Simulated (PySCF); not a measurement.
```xyz
7

B      1.2486     0.0112     0.0465
Ge    -0.8243     0.0215    -0.0483
H      1.8437    -1.0096    -0.0758
H      1.8687     1.0022     0.2559
H     -1.3527    -0.4858     1.3191
H     -1.4304     1.4219    -0.2952
H     -1.3608    -0.9412    -1.1339
```

Charge 0, multiplicity 1.

Question: Give the Mulliken and meta-Löwdin atomic charges from M06-2X/def2-TZVP run with PySCF.

Answer: 
| atom | Mulliken (e) | meta-Löwdin (e) |
|---|---|---|
| B1 | -0.04 | -0.14 |
| Ge2 | -0.05 | 0.30 |
| H3 | 0.04 | 0.03 |
| H4 | 0.04 | 0.03 |
| H5 | 0.00 | -0.07 |
| H6 | 0.00 | -0.08 |
| H7 | 0.00 | -0.08 |
